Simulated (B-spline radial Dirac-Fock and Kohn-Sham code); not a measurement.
A summary of the ionisation energies of rubidium (Z = 37) against charge, from relaxed Dirac-Fock hole states (ΔSCF) with Breit and QED corrections and a finite nucleus and from the NIST table. The largest relative steps of the computed values, from charge +5 on, come at Rb⁷⁺ (30 electrons left, 97.26 to 130.5 eV); Rb⁹⁺ (28 electrons left, 149.4 to 275.9 eV); Rb²⁷⁺ (10 electrons left, 1293.8 to 3149.9 eV); Rb³⁵⁺ (2 electrons left, 4356.7 to 18304.1 eV). The median of |NIST − computed| / NIST over the 37 ions is 0.64 %.

```
charge  computed (eV)  NIST (eV)
     0           3.80   4.177128
     2          39.10     39.247
     4          66.71      68.44
     6          97.26      98.67
     8          149.4    150.628
    10          316.6      313.1
    12          403.5        400
    14          497.1        502
    16          597.4        601
    18          704.3        706
    20          911.5      905.3
    22         1015.8       1024
    24         1123.7       1125
    26         1293.8    1294.57
    28         3303.2       3281
    30         3618.7       3600
    32         3945.8       3988
    34         4356.7   4356.865
    36        18965.7   18965.55
```
